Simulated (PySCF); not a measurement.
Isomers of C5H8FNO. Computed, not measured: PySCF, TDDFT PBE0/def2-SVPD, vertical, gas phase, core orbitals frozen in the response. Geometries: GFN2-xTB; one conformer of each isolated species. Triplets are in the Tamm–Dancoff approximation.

A. `O=CN[C@@H]1CC[C@H]1F`
B. `[H]/N=C1/[C@@H](F)C[C@H]1OC`
C. `C(=O)(NC(F)=C)CC`
D. `C=C[C@@H](F)C(=O)NC`

Lowest singlet levels (six at most, fewer where fewer were computed) with oscillator strengths:

1. 5.44 eV (f 0.001); 5.79 eV (f 0.232); 6.16 eV (f 0.002); 6.97 eV (f 0.020); 7.15 eV (f 0.016); 7.15 eV (f 0.006); T1 4.10 eV
2. 5.69 eV (f 0.028); 6.47 eV (f 0.034); 6.74 eV (f 0.046); 6.95 eV (f 0.007); 7.00 eV (f 0.003); 7.24 eV (f 0.119); T1 4.40 eV
3. 5.80 eV (f 0.001); 6.65 eV (f 0.008); 6.88 eV (f 0.060); 7.24 eV (f 0.178); 7.52 eV (f 0.018); 7.57 eV (f 0.008); T1 5.25 eV
4. 4.68 eV (f 0.002); 5.67 eV (f 0.003); 7.09 eV (f 0.034); 7.18 eV (f 0.030); 7.34 eV (f 0.016); 7.38 eV (f 0.014); T1 3.92 eV

Question: Match each spectrum to its molecule.

Answer: 1 = C, 2 = D, 3 = A, 4 = B.
- A: S1 at 5.80 eV, HOMO-1→LUMO+1 (91%); S1 has the pattern of n→π* at C=O; HOMO -7.66 and LUMO 0.27 eV.
- B: S1 at 4.68 eV, HOMO→LUMO (98%); Löwdin shares by element: HOMO nitrogen 49%, carbon 32% or more (atoms not listed hold the other 18%); LUMO carbon 44% or more, nitrogen 29% (atoms not listed hold the other 27%); HOMO -7.52 and LUMO -0.96 eV.
- C: S1 at 5.44 eV, HOMO-1→LUMO (96%); Löwdin shares by element: HOMO carbon 58% or more, nitrogen 19%, oxygen 6% (atoms not listed hold the other 17%); LUMO carbon 50% or more, oxygen 23% (atoms not listed hold the other 27%); HOMO -6.92 and LUMO -0.36 eV; point group Cs.
- D: S1 at 5.69 eV, HOMO→LUMO (63%), HOMO→LUMO+2 (20%); Löwdin shares by element: HOMO oxygen 43%, carbon 33% or more (atoms not listed hold the other 24%); LUMO carbon 64% or more, oxygen 7% (atoms not listed hold the other 29%); HOMO -7.46 and LUMO -0.28 eV.
A and D have S1 within 0.11 eV of each other; their strongest listed levels stand at 7.24 eV (f 0.178) and 7.24 eV (f 0.119).
